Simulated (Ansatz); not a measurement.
```yaml
crystal:
  periodic: [false, false, false]
  atoms:
    - {symbol: C, position_ang: [-0.465955, -1.457752, -0.006538]}
    - {symbol: B, position_ang: [0.579248, -0.450805, 0.313023]}
    - {symbol: F, position_ang: [1.681161, -0.797272, 0.849470]}
    - {symbol: Ge, position_ang: [0.365080, 1.511623, -0.057233]}
    - {symbol: Cl, position_ang: [-1.526462, 1.775000, -0.898480]}
    - {symbol: H, position_ang: [-0.190344, -2.438802, 0.237471]}
    - {symbol: H, position_ang: [-1.358785, -1.210832, 0.493164]}
    - {symbol: H, position_ang: [-0.712774, -1.405255, -1.027971]}
    - {symbol: H, position_ang: [0.389406, 2.369318, 1.144859]}
    - {symbol: H, position_ang: [1.319104, 2.055624, -1.044980]}
basis:
  gaussian: {orbitals: "6-31G*"}
total_charge: 1
magnetization: {spin_polarized: true, initial_magnetization: 2}
hamiltonian: {xc: {name: SVWN5}}
```

```sh
$ ansatz run in.yaml --threads 4 --pin off --events-out ev --progress --plain --max-ram 10444MiB
```

How does Ansatz answer? (Best estimate.)

The calculation gave: The program refused the input.
```
Error: a molecule whose nuclei and cores have a total charge of 74 cannot have a net charge of 1 together with 2 unpaired electrons
```
